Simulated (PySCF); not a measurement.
# Electric field gradients and quadrupole coupling constants

Species: C3H9ClO2Si2.
Cartesian coordinates in Å at the GFN2-xTB level; atoms count from 1:
```xyz
17
C3H9ClO2Si2 angstrom
C      2.6015    0.5448    0.0846
C      1.9650    0.2831   -1.0419
O      0.6995   -0.1636   -1.1558
Si    -0.4685   -0.4174   -0.0242
O     -0.0969   -1.6432    0.9802
Si    -0.9244    1.3279    1.4011
C     -1.8584   -0.9464   -1.2307
Cl    -3.2788   -1.4735   -0.2939
H      2.1274    0.4131    1.0408
H      3.6163    0.8940    0.0729
H      2.4317    0.4061   -2.0127
H      0.0194   -2.5507    0.7030
H     -2.3639    1.5442    1.5666
H     -0.3490    2.5844    0.8999
H     -0.3522    1.1248    2.7361
H     -1.5793   -1.7827   -1.8696
H     -2.1963   -0.1329   -1.8664
```

Field gradients from the PBE0/pcSseg-1 density (PySCF, non-relativistic), principal values in atomic units, ordered |Vxx| ≤ |Vyy| ≤ |Vzz|:

```json
{"atom": "O3", "Vxx": "-0.7038", "Vyy": "-0.8335", "Vzz": "1.5373"}
{"atom": "O5", "Vxx": "-0.5063", "Vyy": "-1.0165", "Vzz": "1.5228"}
{"atom": "Cl8", "Vxx": "-1.9572", "Vyy": "-2.0477", "Vzz": "4.0050"}
```

Task: Find the asymmetry η = (Vxx − Vyy)/Vzz and the couplings χ = eQV/h (234.96 MHz × Q in barn × V in au), with Q(17O) = −0.0256 b, Q(35Cl) = −0.0817 b.

Result: 
```json
{"atom": "O3", "environment": "silyl ether oxygen", "nucleus": "17O", "η": "0.08", "χzz (MHz)": "-9.25", "χxx (MHz)": "4.23", "χyy (MHz)": "5.01"}
{"atom": "O5", "environment": "silanol oxygen", "nucleus": "17O", "η": "0.34", "χzz (MHz)": "-9.16", "χxx (MHz)": "3.05", "χyy (MHz)": "6.11"}
{"atom": "Cl8", "environment": "alkyl chlorine", "nucleus": "35Cl", "η": "0.02", "χzz (MHz)": "-76.88", "χxx (MHz)": "37.57", "χyy (MHz)": "39.31"}
```

The gradient is axial or nearly so (η below 0.05) at Cl8. 

Task: What is Vzz at O3 in SI units (1 au = 9.71736 × 10²¹ V/m²)?

Result: 1.5373 au = 14.939 × 10²¹ V/m².

Task: And the gradient at the other heavy atoms, for which no coupling is worked out here?

Result: 
| atom | environment | Vzz (au) | η |
| --- | --- | --- | --- |
| C1 | terminal =CH2 carbon | 0.169 | 0.54 |
| C2 | vinylic carbon bearing oxygen | -0.413 | 0.14 |
| Si4 | oxygen-bound silicon | -0.423 | 0.72 |
| Si6 | SiH3 silicon | -0.029 | 0.62 |
| C7 | sp3 C–Cl carbon | 0.502 | 0.22 |

Task: What couplings would deuterons (Q(2H) = 0.00286 b) have in place of the hydrogens, at this geometry?

Result: 
```csv
atom,bonded to,bond length (Å),Vzz (au),η,χzz (kHz)
H9,C1,1.075,0.3410,0.10,229
H10,C1,1.073,0.3467,0.08,233
H11,C2,1.084,0.3142,0.09,211
H12,O5,0.956,0.5033,0.05,338
H13,Si6,1.465,0.1631,0.01,110
H14,Si6,1.470,0.1599,0.01,107
H15,Si6,1.467,0.1626,0.02,109
H16,C7,1.089,0.3104,0.06,209
H17,C7,1.086,0.3135,0.06,211
```

One conformer (not necessarily the lowest) at the GFN2-xTB geometry, without solvent, vibrations or thermal averaging. GFN2-xTB bond lengths can be off by several hundredths of an ångström, more for odd bonds, and the gradients follow them. The small basis limits the accuracy of the gradients.

These values come from a run that also computed NMR shieldings. Time: 62 s of wall time; peak memory 0.93 GiB. Hardware: an Arm Neoverse V1 with one thread, shared host.
